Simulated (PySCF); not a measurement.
**Zn³⁺ (zinc, charge +3) across methods**

[Ar] 3d9, 2D determinant. Calculation: PySCF 2.14, in aug-cc-pVQZ-DK (9s8p6d4f3g2h, 140 functions); the spin-free X2C one-electron Hamiltonian (Gaussian nucleus). The B2PLYP total includes its PT2 part (frozen core); its orbital energies are those of the SCF part.

```
   method  E (hartree)  mean ε 3p β (eV)  mean ε 3d α (eV)  mean ε 3d β (eV)  Σ⟨r²⟩ (bohr²)   ⟨S²⟩
   r2SCAN    -1793.411           -126.52           -51.727           -50.434          12.63  0.751
      UHF  -1792.00537           -145.28           -63.637           -61.844          12.44  0.751
     MN15    -1794.674           -128.42           -55.582           -54.406          12.70  0.751
     PBE0    -1793.203           -129.84           -54.625           -53.302          12.63  0.750
   B2PLYP    -1793.172           -135.63           -58.048           -56.585          12.59  0.751
      LDA    -1790.378           -124.28           -51.639           -50.398          12.75  0.750
      PBE    -1793.170           -124.28           -51.290           -50.098          12.74  0.750
BHandHLYP    -1793.428           -135.31           -57.963           -56.541          12.59  0.751
```
